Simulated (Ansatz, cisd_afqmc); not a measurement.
Species: B, charge 0, doublet.

Total energies in aug-cc-pVQZ, 3 correlated electrons, 1 frozen orbitals. Radicals and triplets start from unrestricted determinants; spin-orbit coupling is neglected. Cores are frozen in correlated methods. No relativity. The Monte Carlo rows (phaseless AFQMC, CISD trial, step 0.005/hartree) carry one-sigma bars that omit the constraint's bias. Outlying blocks are dropped, and bars are widened where a walk drifts. Over all cases where full CI ran beside it in this data, AFQMC minus full CI had a median of +0.1 mEh and passed +0.4 mEh in a tenth of the cases. Full CI freezes restricted core orbitals and the other rows unrestricted ones, which leaves a small offset even where coupled cluster is exact.

| method | program | energy (Eh) | error against FCI (mEh) |
|---|---|---|---|
| HF | Ansatz | -24.53298 | 68.34 |
| MP2 | Ansatz | -24.58023 | 21.10 |
| CCSD | Ansatz | -24.59948 | 1.85 |
| CCSD(T) | Ansatz | -24.60095 | 0.38 |
| CCSDT | Ansatz | -24.60136 | -0.03 |
| AFQMC/CISD | cisd_afqmc | -24.6011 ± 0.0001 | 0.2 ± 0.1 |
| FCI | Ansatz | -24.60133 | 0.00 |

Ansatz is a program for electronic structure.
